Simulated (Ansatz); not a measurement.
C2H6F2Ge can be A, `FC[CH2][GeH2][F]`, or B, `[CH3][Ge]([CH3])([F])[F]`.

Gas-phase electronic energies from Ansatz, PBE0-D4/def2-TZVP geometries. CCSD(T)/CBS is the MP2 limit (def2-TZVPP, def2-QZVPP) plus CCSD(T) − MP2 in def2-TZVPP, frozen cores. DFT in def2-TZVPP. B3LYP here is the variant with VWN-RPA as its local correlation; programs differ in this. For Ge outer-core shells are correlated without core-valence functions, which leaves a few kJ/mol of doubt a bond. Scalar relativity is left out up to krypton. Each species was taken in one conformer, which may not be the lowest.

Which is lower in electronic energy at CCSD(T)/CBS, and by how much? (Estimate.)

Ansatz gave: B, by 216.8 kJ/mol.

Give E(B) − E(A) in kJ/mol with B3LYP, PBE0-D4, PBE-D4, ωB97M-V, B2PLYP, CCSD(T)/def2-TZVPP, B3LYP-D4. (An estimate is asked.)

Computed: B3LYP -208.5, PBE0-D4 -207.4, PBE-D4 -204.4, ωB97M-V -211.9, B2PLYP -216.2, CCSD(T)/def2-TZVPP -216.7, B3LYP-D4 -209.4. None reverses the order clearly.

Largest T1 diagnostic: 0.011.

In def2-TZVPP, CCSD(T) changes the Hartree–Fock value by −6.5 kJ/mol (the triples alone add −0.6 kJ/mol) and MP2 by −17.5 kJ/mol.
